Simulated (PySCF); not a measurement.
Al(Cl)(H)(OSiH3), SMILES [Cl][AlH][O][SiH3] (H4AlClOSi) (B3LYP/def2-SVP optimised geometry):

```
8

Al    -1.356     1.373     0.177
Cl    -2.460     1.817     1.913
H     -1.158     2.462    -0.928
O     -0.695    -0.172     0.000
Si    -0.135    -1.731     0.000
H     -0.621    -2.441    -1.219
H     -0.618    -2.462     1.208
H      1.356    -1.731     0.000
```

Calculation: PySCF with B3LYP/def2-TZVP.

Question: What are the frontier orbital energies and the dipole moment?

Answer: HOMO-2 -8.91 eV, HOMO-1 -8.78 eV, HOMO -8.62 eV, LUMO -1.19 eV, LUMO+1 -0.79 eV; dipole moment 1.03 D.

On the same geometry PBE/def2-TZVP (PySCF) gives HOMO-2 -7.80 eV, HOMO-1 -7.59 eV, HOMO -7.41 eV, LUMO -1.76 eV, LUMO+1 -1.40 eV; dipole moment 0.97 D.

Meta-Löwdin charges at B3LYP/def2-TZVP: Al1 0.91, Cl2 -0.33, H3 -0.15, O4 -0.85, Si5 0.78, H6 -0.12, H7 -0.12, H8 -0.12.
